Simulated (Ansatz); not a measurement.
Two structures of SiN2H8F2, closed shell, reached by relaxing down either side of one saddle point (PBE0-D4/def2-TZVP). Energies are electronic, without zero-point energy. Computed with Ansatz 0.2.0 (basis: def2-TZVPP and def2-QZVPP); correlated methods freeze the cores. Extrapolation: Hartree–Fock as exp(−7.88 √X), correlation as X^−2.97. First:

```
13
angstrom
Si -0.9370 -0.0596 -0.8777
N -0.3631 -1.3789 0.1689
H -1.4548 -0.5803 -2.1691
H -2.0426 0.5147 -0.0702
N 0.3682 0.9528 -1.2233
H 1.2342 1.0512 1.7557
F 1.3924 1.9087 1.3722
H 0.3483 -0.8124 1.3339
F 0.8391 -0.3923 2.1196
H -1.1071 -1.9548 0.5493
H 0.3080 -1.9910 -0.2832
H 0.5864 1.2324 -2.1627
H 0.8281 1.5095 -0.5135
```

Second:

```
atom    x (Å)    y (Å)    z (Å)
 Si1  -0.5500   0.4365  -0.4604
  N2  -0.1340  -1.3080   0.3426
  H3  -1.3648  -0.3660  -1.4737
  H4  -1.6839   1.0303   0.3002
  N5   0.4609   1.1069  -1.6597
  H6   0.7183   0.4059   2.1151
  F7   0.5718   1.0323   0.7573
  H8   0.1225  -1.2637   1.3341
  F9   0.7316  -0.2623   2.8037
 H10  -0.9222  -1.9324   0.2095
 H11   0.6533  -1.6961  -0.1711
 H12   0.2260   1.0244  -2.6327
 H13   1.1704   1.7924  -1.4649
```

Problem. Which bonds change from the first to the second?

Solution. SiN₂H₆ ([NH2][SiH2][NH2]) + HF + HF → SiNH₄F ([NH2][SiH2][F]) + NH₃ + HF (still joined by a long Si–N bond); bonds formed: Si1–F7, N2–H8, H6–F9; bonds broken: H6–F7, H8–F9; bonds weakened to dative contacts: Si1–N2.

Problem. Give the saddle point's structure and its height above each. (To be estimated.)

Solution. Computed: 0.290 eV above the first and 0.533 eV above the second (CCSD(T) at an estimated basis limit (MP2 extrapolated from triple and quadruple zeta, plus CCSD(T) − MP2 in triple zeta)).
```csv
atom,x (Å),y (Å),z (Å)
Si1,-0.7480,0.2402,-0.6338
N2,-0.1785,-1.2402,0.3155
H3,-1.4966,-0.4597,-1.7242
H4,-1.7489,0.9085,0.2137
N5,0.5039,0.9973,-1.4720
H6,0.7572,0.6058,1.7877
F7,0.4965,1.3589,1.0876
H8,0.3361,-0.9807,1.2964
F9,0.9189,-0.4703,2.3567
H10,-0.9634,-1.8542,0.5177
H11,0.4775,-1.7697,-0.2531
H12,0.5263,1.0150,-2.4755
H13,1.1191,1.6491,-1.0167
```

No T1 diagnostic of these runs exceeds 0.011.

Steps of this kind, hydrogen fluoride cutting a network bond, underlie vapour etching and the fluorination step of atomic layer etching.

Labels in which every atom is bracketed show which atoms are joined, not bond orders.

For scale, one of the runs: CCSD(T)/def2-TZVPP, 278 basis functions, launched by `ansatz run in.yaml --threads 8 --pin off --events-out ev --progress --plain --max-ram 19148MiB`. Time: 4.1 min of wall clock on 8 CPU threads of an Intel Xeon; the host was shared. Peak host memory: 8.3 GiB.
